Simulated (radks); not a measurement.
Results of a calculation; reference values are marked as such.
Task: The rhenium ion Re2+, [Xe] 4f14 5d5. Level of theory: non-relativistic Kohn-Sham, PBE, spin-polarised, spherical densities, point nucleus (a radial shooting solver on a logarithmic mesh with Libxc functionals). Every spin shell is full or empty, so the densities are truly spherical. Functionals are evaluated on that one density, not self-consistently. Rank these orbital-free kinetic functionals by their error against the exact value of the orbitals, and give that value: Thomas-Fermi, von Weizsacker, TF + vW, TF + vW/9, TF + vW/5, LC94, revAPBEK, Perdew 92, Thakkar, Pearson, LKT, Ernzerhof.

Result: Exact: 15783.4 hartree. From best to worst, with 100 (|E| - |E exact|)/|E exact| (equal figures are ties): LC94 -0.01, revAPBEK +0.16, Ernzerhof -0.51, Perdew 92 -0.72, TF + vW/9 -0.72, Thakkar -0.79, Pearson -0.89, TF + vW/5 +2.49, Thomas-Fermi -4.75, LKT +16.29, TF + vW +31.46, von Weizsacker -63.79.
